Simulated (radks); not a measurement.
Values are calculated unless marked as measured or tabulated.
The mean radii <r> (bohr) of the occupied orbitals of an atom or ion are listed with their occupations. Code: a radial shooting solver on a logarithmic mesh with Libxc functionals. Model: Dirac Kohn-Sham, LDA (Slater exchange, Perdew-Wang correlation), spin-unpolarised, spherical densities, point nucleus.

| orbital | occ. | <r> |
|---|---|---|
| 1s1/2 | 2 | 0.02319 |
| 2s1/2 | 2 | 0.09852 |
| 2p1/2 | 2 | 0.08247 |
| 2p3/2 | 4 | 0.08899 |
| 3s1/2 | 2 | 0.2605 |
| 3p1/2 | 2 | 0.2500 |
| 3p3/2 | 4 | 0.2626 |
| 3d3/2 | 4 | 0.2340 |
| 3d5/2 | 6 | 0.2379 |
| 4s1/2 | 2 | 0.5932 |
| 4p1/2 | 2 | 0.6083 |
| 4p3/2 | 4 | 0.6373 |
| 4d3/2 | 4 | 0.6830 |
| 4d5/2 | 6 | 0.6934 |
| 5s1/2 | 2 | 1.441 |
| 5p1/2 | 2 | 1.631 |
| 5p3/2 | 4 | 1.729 |
| 6s1/2 | 2 | 4.322 |
| 4f5/2 | 5 | 1.062 |

Name the element and its charge. Open shells, if any, fill j = l - 1/2 first.

Answer. Z = 61, promethium, charge 0: Pm in [Xe] 4f5 6s2. The 1s radius gives Z: for a bare nucleus <r> = (2 gamma + 1)/(2Z) with gamma = sqrt(1 - (Z/c)^2), 0.02288 bohr for Z = 61, and screening makes it slightly larger (0.02319 here). The occupations add up to 61, and the charge is Z minus that.
